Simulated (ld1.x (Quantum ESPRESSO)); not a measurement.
**Before and after: TM potential for indium (In)**

| Quantity | Value |
| --- | --- |
| Element | In |
| Generator | ld1.x (Quantum ESPRESSO) 7.5 |
| Type | norm-conserving Troullier–Martins (Kleinman–Bylander form) |
| Functional | PBE |
| Relativity | scalar-relativistic |
| Frozen core | [Kr] |
| Valence charge | 13 |
| Reference configuration | 4d10 5s2 5p0 (charge +1) |
| Partial waves | 5s (bound): rc 2.20 bohr; 5p (bound, empty): rc 2.45 bohr; 4d (bound): rc 1.00 bohr |
| Local potential | all-electron potential smoothed inside 2.00 bohr (lloc = -1) |
| Core correction | none |

Change: core correction a·sin(br)/r model core inside 0.60 bohr.

Cutoffs: the cutoffs (Ry, on a coarse ladder) from which the occupation-weighted sum of valence levels, in a spherical-Bessel basis at the reference potential, stays within 10 and 1 mRy of its value at 400 Ry; they do not see the model core or the augmentation charge, which bear on the density cutoff. Errors are all-electron minus pseudo energies relative to the spin-unpolarised reference configuration.

What does the change do?

The potential gets neither clearly harder nor softer (100 Ry and 140 Ry → 100 Ry and 140 Ry); both files keep a bound ghost (s); of the 7 tests that both files solve, the error grows in 3 and shrinks in 3 by more than 15 % and 0.3 meV (median size 58.9 → 35.8 meV). A model core, the more so a compact one, raises the density cutoff, which this test does not measure.

| quantity | base | changed |
| --- | --- | --- |
| cutoff, loose | 100 Ry | 100 Ry |
| cutoff, tight | 140 Ry | 140 Ry |
| bound ghosts | s | s |
| error for 4d10 5s2 5p1, meV [ΔE -5.36 eV] | +5.6 | +2.9 |
| error for 4d10 5s1 5p0, meV [ΔE 19.23 eV] | +17 | -2.3 |
| error for 4d10 5s0 5p0, meV [ΔE 47.55 eV] | +61 | -54 |
| error for 4d9 5s2 5p2, meV [ΔE 12.94 eV] | -59 | -95 |
| error for 4d9 5s2 5p1, meV [ΔE 19.75 eV] | +60 | +36 |
| error for 4d10 5s0 5p3, meV [ΔE 6.58 eV] | +1.4 | -12 |
| error for 4d9 5s0 5p0, meV [ΔE 103.94 eV] | +101 | -149 |
| s: phases at 2.66 bohr within 0.05 rad from the reference energy up to (Ry; the scan ends near 5) | -0.6 | -0.6 |
| p: phases at 2.66 bohr within 0.05 rad from the reference energy up to (Ry; the scan ends near 5) | 1.3 | 1.3 |
| d: phases at 2.66 bohr within 0.05 rad from the reference energy up to (Ry; the scan ends near 5) | 0.5 | 0.5 |

 A true bound ghost makes a file unfit for plane-wave use even where its test errors are small: the radial tests pick states by their node count and pass the ghost by.
